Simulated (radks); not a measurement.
Excited configurations of Ru+: one electron is placed in a higher orbital outside [Kr] 4d6. The ground configuration is [Kr] 4d7. Calculated with a radial shooting solver on a logarithmic mesh with Libxc functionals: Dirac Kohn-Sham, PBEsol, spin-unpolarised, spherical densities, finite nucleus; open shells fill j = l - 1/2 first; Fermi nuclear charge, rms radius 4.4809 fm. Excitation = E - E(ground); binding = E(ion) - E, where the ion is the core of charge +2; n* = 2/sqrt(2 binding) in atomic units, and the quantum defect is n - n*.

| outer orbital | excitation (eV) | binding (eV) | n* | quantum defect |
|---|---|---|---|---|
| 4f5/2 | 14.487 | 3.498 | 3.944 | 0.056 |
| 5p1/2 | 7.353 | 10.632 | 2.262 | 2.738 |
| 5d3/2 | 12.460 | 5.526 | 3.138 | 1.862 |
| 5f5/2 | 15.619 | 2.367 | 4.795 | 0.205 |
| 6p1/2 | 12.851 | 5.135 | 3.255 | 2.745 |
| 6d3/2 | 14.669 | 3.317 | 4.051 | 1.949 |
| 6f5/2 | 16.290 | 1.696 | 5.665 | 0.335 |
| 7p1/2 | 14.911 | 3.075 | 4.207 | 2.793 |
| 7d3/2 | 15.784 | 2.201 | 4.972 | 2.028 |
| 7f5/2 | 16.720 | 1.266 | 6.557 | 0.443 |

The Delta-SCF ionisation energy is 17.986 eV (NIST Atomic Spectra Database: 16.8 eV, semi-empirical). Self-interaction in the functional shifts the binding energies and quantum defects, so they are the method's values and not measured ones. Spin polarisation and multiplet splitting are left out, so open shells lie too high by an amount that depends on their filling.

Beside tabulated values, note that spin-unpolarised runs miss the spin-polarisation part of the exchange energy of open shells.
